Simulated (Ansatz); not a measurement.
Reaction (ligand exchange at the Si–N bond): `C=C=C(F)N[SiH3]` + `N[SiH2]S` → `[SiH3]N[SiH2]S` + `C=C=C(N)F`

Calculated with Ansatz (gas phase, PBE0-D4/def2-TZVP geometries, no zero-point term in ΔE). CCSD(T)/CBS adds triple-zeta CCSD(T) − MP2 to the extrapolated MP2 energy (def2 sets, frozen cores). DFT in def2-TZVPP. B3LYP here is the variant with VWN-RPA as its local correlation; programs differ in this. One conformer a species, not always the lowest.

`C=C=C(F)N[SiH3]`:

Cartesian coordinates in Å:
```
C -2.275 0.151 0.511
C -1.298 -0.356 -0.181
C -0.279 -0.864 -0.823
F -0.432 -1.969 -1.578
N 1.021 -0.419 -0.796
Si 1.646 0.595 0.468
H -2.988 0.846 0.072
H -2.428 -0.102 1.559
H 1.500 -0.487 -1.682
H 1.043 1.954 0.489
H 1.390 -0.063 1.771
H 3.099 0.714 0.190
```

`N[SiH2]S`:

Cartesian coordinates in Å:
```
N -0.077 -0.028 1.428
Si 0.411 -0.055 -0.206
S -1.167 0.603 -1.511
H 0.174 0.745 2.021
H -0.913 -0.491 1.745
H 0.770 -1.421 -0.664
H 1.593 0.839 -0.284
H -0.791 -0.190 -2.529
```

`[SiH3]N[SiH2]S`:

```xyz
11

Si    0.085    0.621    1.681
N    -0.628    0.326    0.134
Si   -0.258   -0.904   -1.007
S     0.406   -0.150   -2.894
H     1.185   -0.358    1.854
H     0.628    2.005    1.765
H    -0.896    0.460    2.787
H    -1.330    0.992   -0.162
H    -1.449   -1.700   -1.396
H     0.769   -1.759   -0.368
H     1.488    0.469   -2.393
```

`C=C=C(N)F`:

Cartesian coordinates in Å:
```
C 0.264 -0.157 -1.855
C 0.290 0.081 -0.576
C 0.328 0.239 0.719
N -0.548 -0.250 1.672
F 1.342 0.904 1.296
H -0.147 0.558 -2.564
H 0.660 -1.081 -2.274
H -0.868 0.461 2.317
H -1.321 -0.755 1.266
```

```csv
level,ΔE (kJ/mol),difference from CCSD(T)/CBS
PBE-D4,-8.3,-0.5
r2SCAN-D4,-8.4,-0.6
PBE0-D4,-9.0,-1.2
B3LYP-D4,-7.7,0.1
ωB97X-V,-7.9,-0.1
ωB97M-V,-7.9,-0.1
B2PLYP,-8.3,-0.5
PBE,-8.8,-1.0
r2SCAN,-8.6,-0.8
PBE0,-9.4,-1.6
B3LYP,-8.4,-0.6
HF/def2-TZVPP,-11.2,-3.4
MP2/def2-TZVPP,-7.5,0.3
SCS-MP2/def2-TZVPP,-8.4,-0.6
CCSD/def2-TZVPP,-9.5,-1.7
CCSD(T)/def2-TZVPP,-9.1,-1.3
HF/def2-QZVPP,-11.1,-3.3
MP2/def2-QZVPP,-6.7,1.1
SCS-MP2/def2-QZVPP,-7.7,0.1
HF/CBS(def2),-11.0,-3.2
MP2/CBS(def2),-6.1,1.7
CCSD/CBS(def2),-8.1,-0.3
CCSD(T)/CBS,-7.8,0
```

Largest T1 diagnostic among the species: 0.013.
